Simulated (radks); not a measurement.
Task: Excited configurations of Al III: one electron is placed in a higher orbital outside [Ne]. The ground configuration is [Ne] 3s1. Calculated with a radial shooting solver on a logarithmic mesh with Libxc functionals: non-relativistic Kohn-Sham, LDA (Slater exchange, Perdew-Wang correlation), spin-polarised, spherical densities, point nucleus; open shells are filled with parallel spins first. Excitation = E - E(ground); binding = E(ion) - E, where the ion is the core of charge +3; n* = 3/sqrt(2 binding) in atomic units, and the quantum defect is n - n*.

outer orbital  excitation (eV)  binding (eV)     n*  quantum defect  eigenvalue (eV)  <r> (bohr)
3p                       6.563        22.253  2.346           0.654          -18.583       2.505
3d                      14.485        14.331  2.923           0.077          -11.543       3.234
4s                      15.540        13.276  3.037           0.963          -11.449       4.709
5s                      21.174         7.641  4.003           0.997           -6.645       8.191
6f                      25.249         3.567  5.859           0.141           -3.076       15.63
7p                      25.621         3.195  6.191           0.809           -2.803       19.46
7d                      26.057         2.759  6.662           0.338           -2.412       21.95

Estimate the row for 4p.

Result: excitation (eV) 17.683; binding (eV) 11.132; n* 3.317; quantum defect 0.683; eigenvalue (eV) -9.516; <r> (bohr) 5.303. The Delta-SCF ionisation energy is 28.816 eV (NIST Atomic Spectra Database: 28.448 eV, measured). Self-interaction in the functional shifts the binding energies and quantum defects, so they are the method's values and not measured ones.
